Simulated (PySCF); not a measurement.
These are TPSSh-D3(BJ)/def2-TZVP // CAM-B3LYP-D3(BJ)/def2-TZVP (PySCF) values and carry that method's errors. Gas-phase values, no solvent. One relaxed conformer stands for a flexible species; it need not be the lowest. Delta-SCF ions had no search for a lower state. Excitations are Tamm–Dancoff values on a coarser integration grid. The basis has no diffuse functions, so Rydberg states are missing or too high.

Reference species (SMILES): `C(B)#CB` (neutral, multiplicity 1).

```yaml
HOMO–LUMO gap: 5.19 eV
S1 excitation (TDA): 4.44 eV
vertical ionisation energy (Delta-SCF): 10.62 eV
LUMO: -2.80 eV
```

Changed species: `B(=C\C=B\[H])/[H]`.

Q: What does the change do to the HOMO–LUMO gap, S1 excitation (TDA), vertical ionisation energy (Delta-SCF) and LUMO?

A: the HOMO–LUMO gap decreases by 2.17 eV, to 3.02 eV; the S1 excitation (TDA) falls by 2.13 eV, to 2.31 eV; the vertical ionisation energy (Delta-SCF) drops by 3.29 eV, to 7.33 eV; the LUMO rises by 0.99 eV, to -1.81 eV.
